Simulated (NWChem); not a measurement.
C3H4BrF; SMILES C/C(Br)=C\F

This build's default masses of Se (78.918 u) and Br (79.917 u) are each other's, which moves their modes by up to 0.6 %.

Problem. Give the equilibrium geometry at PBE-D3(BJ)/def2-SVP (NWChem) as a Z-matrix, with the point group.

Solution. point group Cs; any orientation.
```
C
C 1 1.3467
F 2 1.3464 1 121.06
H 2 1.1009 3 113.75 1 180.00
C 1 1.4928 2 125.74 4 180.00
H 5 1.1070 1 109.69 2 0.00
H 5 1.1096 6 108.83 1 -121.72
H 5 1.1096 6 108.83 7 -116.55
Br 1 1.9070 2 117.29 4 0.00
```
